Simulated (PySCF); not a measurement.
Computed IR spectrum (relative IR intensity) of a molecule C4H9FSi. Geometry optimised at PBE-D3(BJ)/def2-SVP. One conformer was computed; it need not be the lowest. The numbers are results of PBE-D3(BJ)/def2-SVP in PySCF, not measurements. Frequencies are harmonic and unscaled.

ν (cm⁻¹): 323 (vw), 403 (w), 442 (w), 509 (w), 723 (s), 764 (s), 845 (w), 897 (s), 912 (w), 926 (s), 946 (m), 984 (w), 1042 (w), 1164 (m), 1171 (vs), 1248 (w), 1343 (m), 1348 (w), 1375 (vw), 2161 (vs), 2173 (vs), 2976 (w), 3007 (w), 3072 (w), 3079 (w), 3085 (w) (against the strongest line: vs over 80 %, s over 45 %, m over 15 %, w over 4 %, vw less)

Task: Pick the molecule that these values belong to.
A. F[SiH2]CC1CC1
B. CC1(F)C[SiH2]C1
C. F[SiH]1CCCC1
D. F[C@@H]1CCC[SiH2]1

Result: B, CC1(F)C[SiH2]C1
